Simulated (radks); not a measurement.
Coulomb parameter of the 4f shell of the promethium ion Pm+ in the model configuration [Xe] 4f5 6s1, as a second difference U = [E(n + 0.5) + E(n - 0.5) - 2 E(n)] / (0.5)^2 with all orbitals relaxed. "Bare": the charge of the atom changes with n. "Screened": the 6s shell takes up the change at fixed total charge, which measures U(4f,4f) + U(6s,6s) - 2 U(4f,6s). Calculated with a radial shooting solver on a logarithmic mesh with Libxc functionals: Dirac Kohn-Sham, PBE, spin-unpolarised, spherical densities, point nucleus; open shells are shared between the two j in proportion to 2j + 1.

| case | configuration | E - E(n) (eV) |
|---|---|---|
| start | [Xe] 4f5 6s1 | 0.000 |
| bare +0.5 | [Xe] 4f5.5 6s1 | -2.536 |
| bare -0.5 | [Xe] 4f4.5 6s1 | 5.820 |
| screened +0.5 | [Xe] 4f5.5 6s0.5 | 0.681 |
| screened -0.5 | [Xe] 4f4.5 6s1.5 | 0.615 |

U(bare) = 13.134 eV, U(screened by 6s) = 5.185 eV.
